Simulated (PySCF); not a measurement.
Co⁺: ionisation energy

Co⁺ [Ar] 3d8 (3F) → Co²⁺ [Ar] 3d7 (4F), as a difference of total energies. Computed with PySCF 2.14 in 6-31G* (5s4p2d1f, 34 functions), with no relativity, point nucleus. Correlated levels: valence: [Ar] frozen. The calculations carry no spin-orbit coupling.

| method | ionisation energy (eV) |
| --- | --- |
| UHF | 12.681 |
| B3LYP | 15.255 |
| M06-2X | 14.868 |
| MP2 (valence) | 14.345 |
| SCS-MP2 (valence) | 14.247 |

How much does correlation contribute at MP2 (valence)?

14.345 − (12.681) = 1.664 eV, measured against UHF.

These non-relativistic numbers lack the scalar-relativistic shift.

The reference lies between the lowest fine-structure levels, while these numbers refer to the centres of the terms.

Errors of the correlated levels include the incompleteness of this basis and the frozen core.

For comparison: 17.084 eV (measured; NIST Atomic Spectra Database, ionization energies).
